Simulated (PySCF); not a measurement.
A PySCF script (with the pyscf-properties extension) for the NMR shieldings of SMILES CC(C)S[C@@H]1C[Si@H]1C, C₆H₁₄SSi, on a GFN2-xTB geometry:

```python
import basis_set_exchange as bse
import numpy as np
from pyscf import gto, dft
from pyscf.prop import nmr

atoms = """
C    -3.100467   -1.049052   -0.020947
C    -1.952209   -0.055421   -0.074422
C    -2.377572    1.331413    0.377596
S    -0.584231   -0.687715    0.998336
C     0.821569    0.130986    0.242544
C     1.247969   -0.368743   -1.148536
Si    2.505121   -0.734924    0.206671
C     4.057658    0.335217    0.331781
H    -3.483545   -1.122585    0.994526
H    -3.906672   -0.725479   -0.677139
H    -2.767525   -2.036039   -0.334049
H    -1.533994   -0.016203   -1.084120
H    -3.154069    1.719586   -0.279907
H    -2.766933    1.290695    1.392726
H    -1.535554    2.020521    0.358757
H     0.751748    1.205925    0.364511
H     0.651792   -1.181352   -1.541529
H     1.407811    0.400877   -1.893126
H     2.566053   -2.093893    0.713917
H     4.392887    0.420210    1.360826
H     3.881157    1.337167   -0.047514
H     4.868593   -0.101807   -0.241750
"""
names = dict.fromkeys(["C", "S", "Si", "H"], "pcSseg-1")
basis = {el: gto.basis.parse(bse.get_basis(n, elements=[el], fmt="nwchem")) for el, n in names.items()}
mol = gto.M(atom=atoms, basis=basis, charge=0, verbose=0)
mf = dft.RKS(mol, xc="PBE0")
mf.grids.level = 2
mf.grids.alignment = dft.numint.BLKSIZE   # the property module wants whole blocks of grid points
mf.conv_tol = 1e-9
mf.kernel()

calc = nmr.RKS(mf)   # GIAO
C = mf.mo_coeff
Co = C[:, mf.mo_occ > 0]
resp = mf.gen_response(singlet=True, hermi=2)
def vind(x):   # induced exchange potential for any number of trial vectors
    d = np.einsum("pi,xij,qj->xpq", C, 2 * x.reshape(-1, C.shape[1], Co.shape[1]), Co, optimize=True)
    return np.einsum("xpq,pi,qj->xij", resp(d - d.transpose(0, 2, 1)), C, Co, optimize=True).ravel()
mo1, _ = nmr.rhf.solve_mo1(calc, with_cphf=vind)
sigma = calc.kernel(mo1)
for i, s in enumerate(sigma):   # ppm
    print("%2d %-2s %9.2f" % (i, mol.atom_pure_symbol(i), np.trace(s) / 3))
```

Task: What does it print?

Result: 
```
 0 C     162.08
 1 C     142.77
 2 C     161.75
 3 S     407.50
 4 C     168.72
 5 C     176.24
 6 Si    455.91
 7 C     194.28
 8 H      30.69
 9 H      30.40
10 H      30.33
11 H      28.93
12 H      30.45
13 H      30.58
14 H      29.91
15 H      29.41
16 H      31.23
17 H      30.58
18 H      28.53
19 H      31.12
20 H      31.99
21 H      31.24
```

These numbers come from an equivalent density-fitted implementation of the same equations, which agrees with the script to about 0.01 ppm for H and up to a few tenths of a ppm for heavy atoms, so last digits may differ.

Task: Turn these shieldings into chemical shifts. δ = σ(ref) − σ, references computed at the same level: 13C (186.93 ppm), 29Si (349.16 ppm), 1H (31.72 ppm) against TMS; 33S (503.73 ppm) against CS2.

Result: Averaging equivalent atoms: C 1: 44.2; C 2: 25.2; C 0: 24.8; C 4: 18.2; C 5: 10.7; C 7: -7.4; S 3: 96; Si 6: -106.7; H 18: 3.19; H 11: 2.78; H 15: 2.31; H 12/13/14: 1.40; H 8/9/10: 1.24; H 17: 1.13; H 16: 0.49; H 19/20/21: 0.27 ppm. 

Size and cost of the density-fitted run: 220 basis functions, 84 s wall time on 1 thread of an Arm Neoverse N1, shared host; peak memory 1.1 GiB.
